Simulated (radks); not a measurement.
The bismuth anion Bi3-, [Rn], held by a Watson sphere: a shell of charge +3.56 at radius R that stands for the Madelung well of a crystal (potential energy -3.56/R inside, -3.56/r outside, in hartree with lengths in bohr). Calculated with a radial shooting solver on a logarithmic mesh with Libxc functionals: scalar-relativistic Kohn-Sham, PBE, spin-polarised, spherical densities, point nucleus. Response by self-consistent Sternheimer equations with the Hartree and adiabatic LDA kernel, the relativistic mass of each level held fixed and spin-orbit coupling left out. The sphere does not respond.

R (bohr)  e(5d) (eV)  e(6s) (eV)  e(6p) (eV)  <r> 6p (bohr)  sum of <r^2> (bohr^2)  X-ray form factor at sin(theta)/lambda = 0.3 1/angstrom  alpha (bohr^3)
3.67         -28.437     -17.167      -8.663          3.221                  115.8                                                   62.341           85.01
4.02         -27.831     -16.304      -7.953          3.364                  122.6                                                   62.377           106.0
4.15         -27.637     -16.024      -7.707          3.416                  125.2                                                   62.386           114.9
5.2          -26.480     -14.370      -6.056          3.818                  147.2                                                   62.412           212.6
5.39         -26.326     -14.158      -5.814          3.887                  151.4                                                   62.413           236.0

Estimate the row for R = 5.55 bohr.

Answer. e(5d) (eV) -26.205; e(6s) (eV) -13.994; e(6p) (eV) -5.621; <r> 6p (bohr) 3.944; sum of <r^2> (bohr^2) 155.0; X-ray form factor at sin(theta)/lambda = 0.3 1/angstrom 62.413; alpha (bohr^3) 257.4.
